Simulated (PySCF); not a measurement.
- geometry: GFN2-xTB
- σ from GIAO-PBE0/pcSseg-1
- code: PySCF
- isolated molecule, a single conformation, one averaged value for each set of equivalent atoms, no relativistic terms

Chemical shifts δ = σref − σ; TMS for $^{1}$H, $^{13}$C, all at this level. Acid and N–H amide carbonyl carbons lie up to 10 ppm further downfield in solution (hydrogen bonding). Shifts are as computed. Against solution values, carbons near 30 ppm lie about +3 ppm off and those near 130 ppm about +5 ppm. Of 1211 compounds with measured shifts, 218 miss one by over three times the rms of a fit or turn the order of signals round; such compounds aren't used in these exercises. Groups on amide-type nitrogens are kept apart (slow C–N rotation). OH and NH positions are gas-phase values without hydrogen bonding to other molecules.

**Question.** Order these molecules by the shift of their most deshielded carbon-bound hydrogen, lowest δ first.
A. C[C@@H]1CC[C@H]2[SiH2]O[SiH2][C@@H]12
B. O=CN[C@@H]1C=C[C@@H]1N([SiH3])[SiH3]
C. FC(F)(F)c1ccc2nccn2c1
D. C#CC1=C[SiH2][C@@H]1C
E. CO/C=C(\C#N)OC(F)F

**Answer.** A (2.03 ppm, hydrogen on an sp3 CH2 in a ring), D (6.55 ppm, hydrogen on an alkene CH), E (7.37 ppm, hydrogen on an alkene carbon bearing oxygen), B (8.31 ppm, hydrogen on an amide carbonyl carbon), C (8.81 ppm, hydrogen on an aromatic CH next to a ring nitrogen).

**Question.** Order these molecules by the shift of their most shielded carbon-bound hydrogen, lowest δ first.
A. C[C@@H]1CC[C@H]2[SiH2]O[SiH2][C@@H]12
B. C/C=N/COC=O
C. FC(F)(F)c1ccc2nccn2c1
D. O=CN[C@@H]1C=C[C@@H]1N([SiH3])[SiH3]

**Answer.** A (1.11 ppm, hydrogen on a methyl carbon), B (2.16 ppm, hydrogen on a methyl carbon), D (4.33 ppm, hydrogen on an allylic sp3 CH bonded to N), C (7.66 ppm, hydrogen on an aromatic CH).

**Question.** How many $^{13}$C and $^{1}$H signals does each give (equivalence by symmetry and fast rotation, but not about amide C–N or C=N bonds)? `C#CC1=C[SiH2][C@@H]1C`, `C[C@@H]1CC[C@H]2[SiH2]O[SiH2][C@@H]12`, `O=CN[C@@H]1C=C[C@@H]1N([SiH3])[SiH3]`, `FC(F)(F)c1ccc2nccn2c1`, `C=COCC(N)=O`, `CO/C=C(\C#N)OC(F)F`, `C/C=N/COC=O`

**Answer.** C#CC1=C[SiH2][C@@H]1C: 6 C, 6 H; C[C@@H]1CC[C@H]2[SiH2]O[SiH2][C@@H]12: 6 C, 12 H; O=CN[C@@H]1C=C[C@@H]1N([SiH3])[SiH3]: 5 C, 7 H; FC(F)(F)c1ccc2nccn2c1: 8 C, 5 H; C=COCC(N)=O: 4 C, 6 H; CO/C=C(\C#N)OC(F)F: 5 C, 3 H; C/C=N/COC=O: 4 C, 4 H.
